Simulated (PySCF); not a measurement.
VF5, SMILES [F][V]([F])([F])([F])[F], multiplicity 1. Atoms are numbered in the order given.

```xyz
6

V      0.0000     0.0000     0.0000
F      0.0000     0.0000     1.7210
F      0.0000     0.0000    -1.7210
F     -1.6843     0.0000     0.0000
F      0.8421     1.4586     0.0000
F      0.8421    -1.4586     0.0000
```

Geometry: ωB97X-D3(BJ)/def2-SVP. The spin state was assumed, not searched. The isomer is the one that the SMILES or the coordinates give; other isomers of the formula were not compared.

Calculation: PySCF with ωB97X-D3(BJ)/def2-SVP.

Frequencies are harmonic and unscaled.

Modes within 1.5 cm⁻¹ of each other (mostly degenerate sets) share a row, with their intensities summed.

```csv
mode,ν (cm⁻¹),IR (km/mol),moving atoms (share of kinetic energy)
1–2,115,5.2,F 100 %
3–4,292,44.9,"F 73 %, V 27 %"
5,354,16.8,"F 79 %, V 21 %"
6–7,363,0.0,F 100 %
8,640,0.0,F 100 %
9,778,0.0,F 100 %
10,798,393.0,"F 56 %, V 44 %"
11–12,857,494.7,"F 62 %, V 38 %"
```
